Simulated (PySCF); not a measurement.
# Electron correlation in Sn²⁺ (tin, charge +2)

[Kr] 4d10 5s2, closed-shell 1S. All numbers are calculated (PySCF 2.14, no relativity, point nucleus, in dyall-av2z). Frozen: [Kr] 4d10; 2 electrons correlated; the 62 highest virtual orbitals of each spin left out.

With two correlated electrons CCSD is exact within the correlated space (frozen core and kept virtual orbitals).

```csv
level,correlation energy (mhartree)
CCSD,-35.57
```

Diagnostics: T1 = 0.0044, D1 = 0.0063, largest double amplitude 0.112.

A non-relativistic calculation at this Z misses sizeable relativistic shifts.

Cost of the coupled-cluster step: about 0.9 core-seconds, for 2 correlated electrons.
